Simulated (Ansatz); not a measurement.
Conformers of C₂H₇IO₂Si (`CO[SiH](I)OC`), each relaxed with PBE0-D4/def2-TZVP in Ansatz. CBS adds the triple-zeta coupled-cluster correction to the MP2 limit.

Elements past krypton have def2 core potentials. Outer-core shells of I are correlated without core-valence functions. Spin–orbit coupling is left out.

Not all of them had a frequency check.

Conformer A:

Z-matrix (Å, degrees):
```
C
O 1 1.411
H 1 1.094 2 111.0
H 1 1.090 2 107.9 3 119.4
H 1 1.095 2 111.2 3 -121.4
Si 2 1.624 1 127.5 3 57.8
O 6 1.615 2 109.2 1 -171.6
I 6 2.459 2 108.2 1 -51.1
H 6 1.474 2 113.3 1 68.8
C 7 1.414 6 126.1 2 59.0
H 10 1.093 7 111.0 6 -61.9
H 10 1.090 7 107.8 6 178.7
H 10 1.094 7 110.9 6 59.5
```

Conformer B:

Cartesian coordinates in Å:
```
C -1.033 -0.518 2.387
O -0.331 0.229 1.417
Si 0.066 -0.284 -0.064
I -1.938 -0.986 -1.297
O 0.761 0.983 -0.790
C 1.204 1.023 -2.129
H -1.102 0.089 3.290
H -2.044 -0.757 2.041
H -0.513 -1.451 2.628
H 0.953 -1.470 -0.031
H 1.672 1.993 -2.296
H 0.365 0.909 -2.823
H 1.940 0.238 -2.332
```

**Question.** Which is lowest in electronic energy at CCSD(T)/CBS (frozen core, def2 sets), and by how much? (Estimate.)

**Answer.** Computed: A; B lies 6.1 kJ/mol higher.

**Question.** Give the energies relative to A (kJ/mol) with PBE-D4/def2-TZVPP, r2SCAN-D4/def2-TZVPP, ωB97X-V/def2-TZVPP, r2SCAN/def2-TZVPP, HF/def2-TZVPP, HF/def2-QZVPP, MP2/CBS(def2). (Estimate.)

**Answer.** Computed: 
```csv
level,B
PBE-D4/def2-TZVPP,6.3
r2SCAN-D4/def2-TZVPP,5.5
ωB97X-V/def2-TZVPP,6.4
r2SCAN/def2-TZVPP,5.3
HF/def2-TZVPP,5.2
HF/def2-QZVPP,5.0
MP2/CBS(def2),6.2
```
